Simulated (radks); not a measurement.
Results of a calculation; reference values are marked as such.
Question: The mean radii <r> (bohr) of the occupied orbitals of an atom or ion are listed with their occupations. Level of theory: non-relativistic Kohn-Sham, PBE, spin-polarised, spherical densities, point nucleus (a radial shooting solver on a logarithmic mesh with Libxc functionals).

| orbital | occ. | <r> |
|---|---|---|
| 1s up | 1 | 0.08621 |
| 1s down | 1 | 0.08619 |
| 2s up | 1 | 0.4157 |
| 2s down | 1 | 0.4154 |
| 2p up | 3 | 0.3764 |
| 2p down | 3 | 0.3763 |
| 3s up | 1 | 1.291 |
| 3s down | 1 | 1.301 |
| 3p up | 3 | 1.388 |

Name the element and its charge. Open shells, if any, are filled with parallel spins first.

Answer: Z = 18, argon, charge +3: Ar3+ in [Ne] 3s2 3p3. The 1s radius gives Z: for a bare nucleus <r> = 1.5/Z, 0.08333 bohr for Z = 18, and screening makes it slightly larger (0.08621 here). The occupations add up to 15, and the charge is Z minus that.
